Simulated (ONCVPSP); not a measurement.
**Before and after: ONCV potential for hafnium**

```
Element                 : Hf (Z = 72)
Generator               : ONCVPSP 4.0.1
Type                    : optimised norm-conserving Vanderbilt (ONCV)
Functional              : PBE
Relativity              : scalar-relativistic
Frozen core             : [Kr] 4d10 4f14
Valence charge          : 12
Reference configuration : 5s2 5p6 5d2 (charge +2)
Partial waves           : 5s: rc 1.60 bohr, ncon 4, nbas 7, qcut 6.6 1/bohr, local; 5p: rc 1.80 bohr, ncon 3, nbas 7, qcut 8.9 1/bohr, 2 projectors, debl 4 Ha; 5d: rc 2.60 bohr, ncon 4, nbas 9, qcut 6.3 1/bohr, 2 projectors, debl 3.3 Ha; f scattering state at 0.37 Ha: rc 2.20 bohr, ncon 3, nbas 6, qcut 5.9 1/bohr, 2 projectors, debl 2.4 Ha
Local potential         : the s channel
Core correction         : polynomial model core, fcfact 0.3
```

All-electron outer shells of the reference configuration (PBE, scalar-relativistic, ld1.x):

```
shell  level (eV)  outermost node (bohr)  outermost maximum (bohr)
   5p      -50.63                   0.60                      1.16
   4f      -31.91                      –                      0.45
   5d      -16.70                   0.67                      1.65
```

Change: s: qcut 5.3; p: qcut 7.2; d: qcut 5.1; f: qcut 4.8.

Cutoffs: the cutoffs (Ha) at which the residual kinetic energy of the hardest occupied pseudo-wave falls to 1 and 0.1 mHa per electron; they do not see the model core or the augmentation charge, which bear on the density cutoff. Errors are all-electron minus pseudo energies relative to the spin-unpolarised reference configuration.

**Question.** What does the change do?

**Answer.** The potential gets harder (23 Ha and 28 Ha → 28 Ha and 48 Ha); of the 3 tests that both files solve, the error grows in 2 and shrinks in 1 by more than 15 % and 0.3 meV (median size 625.9 → 1221.8 meV); neither file shows a bound ghost.

```csv
quantity,base,changed
"cutoff, loose",23 Ha,28 Ha
"cutoff, tight",28 Ha,48 Ha
loose cutoff by channel,"s 19 Ha, p 23 Ha, d 12 Ha","s 28 Ha, p 14 Ha, d 9.9 Ha"
bound ghosts,none,none
GHOST(+) flags under 300 eV,none,none
tests with a reliable result,3 of 4,3 of 4
"error for 5s2 5p6 5d2 6s2, meV [ΔE -22.16 eV]",+996,+1935
"error for 5s2 5p6 5d2 6s1, meV [ΔE -14.18 eV]",+626,+1222
"error for 5s2 5p6 5d1, meV [ΔE 21.79 eV]",-34,-21
s: phases at 1.63 bohr within 0.05 rad from the reference energy up to (Ha; the scan ends near 5),-1.0,-1.5
p: phases at 1.82 bohr within 0.05 rad from the reference energy up to (Ha; the scan ends near 5),to the end of the scan,to the end of the scan
d: phases at 2.64 bohr within 0.05 rad from the reference energy up to (Ha; the scan ends near 5),to the end of the scan,to the end of the scan
f: phases at 2.24 bohr within 0.05 rad from the reference energy up to (Ha; the scan ends near 5),3.8,4.0
"rms error of d²Exc/dni dnj with the model core, mHa",0.14,0.44
```
